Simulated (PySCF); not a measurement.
Delta-SCF ions had no search for a lower state. Excitations are Tamm–Dancoff values on a coarser integration grid. The basis has no diffuse functions, so Rydberg states are missing or too high.

CH$_{3}$F$_{3}$Si, SMILES `F[Si](C)(F)F` (charge 0, multiplicity 1)

Level of theory: PBE-D3(BJ)/def2-TZVP in PySCF.

The HOMO comes out as -8.90 eV and the dipole moment comes out as 2.40 D. The LUMO is -0.07 eV, the HOMO–LUMO gap is 8.84 eV and the S1 excitation (TDA) is 9.12 eV. The S1 oscillator strength comes out as 0.169, the brightest of the four lowest singlets (TDA) is 9.12 eV and the T1 excitation (TDA) is 8.62 eV. The S1–T1 gap (TDA) comes out as 0.49 eV. The vertical ionisation energy (Delta-SCF) comes out as 12.42 eV, the total energy comes out as -17111.52 eV and the cost is about 100 core-seconds (a rough figure).

Bonded distances (Å): C1–Si2 1.839, C1–H6 1.099, C1–H7 1.099, C1–H8 1.099, Si2–F3 1.598, Si2–F4 1.598, Si2–F5 1.598. Angles (°): Si2–C1–H6 110.5, Si2–C1–H7 110.5, Si2–C1–H8 110.5, H6–C1–H7 108.5, H6–C1–H8 108.5, H7–C1–H8 108.5, C1–Si2–F3 111.7, C1–Si2–F4 111.7, C1–Si2–F5 111.7, F3–Si2–F4 107.1, F3–Si2–F5 107.1, F4–Si2–F5 107.1.
Charge 0, spin multiplicity 1.
